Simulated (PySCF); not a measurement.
# Radial density of Tm²⁺ (thulium, charge +2)

r2SCAN, [Xe] 4f13, 2F determinant. All numbers are calculated (PySCF 2.14, the spin-free X2C one-electron Hamiltonian (Gaussian nucleus), in cc-pwCVTZ-X2C with one added diffuse shell of g type (12s11p9d7f5g1h, 195 functions)).

```json
{"r (bohr)": "0.0169", "4πr²ρ (e/bohr)": "91.12", "4πr²(ρα − ρβ)": "0.0002"}
{"r (bohr)": "0.0284", "4πr²ρ (e/bohr)": "82.41", "4πr²(ρα − ρβ)": "0.0003"}
{"r (bohr)": "0.0479", "4πr²ρ (e/bohr)": "114.5", "4πr²(ρα − ρβ)": "0.0002"}
{"r (bohr)": "0.0805", "4πr²ρ (e/bohr)": "112.1", "4πr²(ρα − ρβ)": "0.0013"}
{"r (bohr)": "0.135", "4πr²ρ (e/bohr)": "101.0", "4πr²(ρα − ρβ)": "0.0541"}
{"r (bohr)": "0.228", "4πr²ρ (e/bohr)": "88.36", "4πr²(ρα − ρβ)": "0.4193"}
{"r (bohr)": "0.383", "4πr²ρ (e/bohr)": "56.46", "4πr²(ρα − ρβ)": "1.2324"}
{"r (bohr)": "0.644", "4πr²ρ (e/bohr)": "43.76", "4πr²(ρα − ρβ)": "1.2115"}
{"r (bohr)": "1.08", "4πr²ρ (e/bohr)": "14.97", "4πr²(ρα − ρβ)": "0.4575"}
{"r (bohr)": "1.82", "4πr²ρ (e/bohr)": "4.547", "4πr²(ρα − ρβ)": "0.0420"}
{"r (bohr)": "3.07", "4πr²ρ (e/bohr)": "0.2385", "4πr²(ρα − ρβ)": "-0.0015"}
{"r (bohr)": "5.16", "4πr²ρ (e/bohr)": "0.001996", "4πr²(ρα − ρβ)": "-0.0001"}
```

Densities and radii are taken from the X2C orbitals without a picture-change correction, which distorts them close to the nucleus.

Spin-orbit coupling, absent here, splits the open shell strongly.
